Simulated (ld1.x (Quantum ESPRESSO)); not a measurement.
rubidium: one change to a TM potential, before and after

rubidium (Rb), norm-conserving Troullier–Martins (Kleinman–Bylander form), made with ld1.x (Quantum ESPRESSO) 7.5 (LDA (PZ), scalar-relativistic). Core [Ar] 3d10, reference 4s2 4p6 4d1 5s0 5p0. Waves: 4p (bound): rc 1.75 bohr; 4d (bound): rc 4.20 bohr; 4s (bound): rc 2.25 bohr. Local part: the s channel. Core correction: Bessel-smoothed model core, default radius (core density twice the valence density).

Change: all radii but the core radius scaled by about 0.75 (s 1.68, p 1.32, d 3.16 bohr).

Cutoffs: the cutoffs (Ry, on a coarse ladder) from which the occupation-weighted sum of valence levels, in a spherical-Bessel basis at the reference potential, stays within 10 and 1 mRy of its value at 400 Ry; they do not see the model core or the augmentation charge, which bear on the density cutoff. Errors are all-electron minus pseudo energies relative to the spin-unpolarised reference configuration.

**Question.** What does the change do?

**Answer.** The potential gets harder (30 Ry and 60 Ry → 50 Ry and 90 Ry); of the 9 tests that both files solve, the error grows in 0 and shrinks in 9 by more than 15 % and 0.3 meV (median size 183.1 → 27.2 meV); neither file shows a bound ghost. A smaller radius makes the pseudo-wave follow the all-electron one further in, where it bends more sharply, so more plane waves are needed. Less of the atom is replaced, so other configurations are described better.

```csv
quantity,base,changed
"cutoff, loose",30 Ry,50 Ry
"cutoff, tight",60 Ry,90 Ry
loose cutoff by channel (10 mRy a level),"p 21 Ry, d 6 Ry, s 15 Ry","p 25 Ry, d 6 Ry, s 35 Ry"
bound ghosts,none,none
"error for 4s2 4p6 4d0 5s1 5p0, meV [ΔE -2.32 eV]",+271,+40
"error for 4s2 4p6 4d0 5s0 5p0, meV [ΔE 1.96 eV]",+2.3,+0.5
"error for 4s2 4p6 4d0 5s0.5 5p0, meV [ΔE -0.66 eV]",+183,+27
"error for 4s2 4p5 4d0 5s1 5p0, meV [ΔE 18.92 eV]",+815,+136
"error for 4s2 4p6 4d0 5s0 5p1, meV [ΔE -0.70 eV]",+41,+15
"error for 4s2 4p6 4d0.5 5s0.5 5p0, meV [ΔE -1.16 eV]",+152,+22
"error for 4s1 4p6 4d0 5s1 5p0, meV [ΔE 35.52 eV]",+854,+159
"error for 4s2 4p6 4d1 5s0 5p0 (spin-polarised), meV [ΔE -0.06 eV]",+0.7,+0.1
"error for 4s2 4p6 4d0 5s1 5p0 (spin-polarised), meV [ΔE -2.44 eV]",+271,+40
```
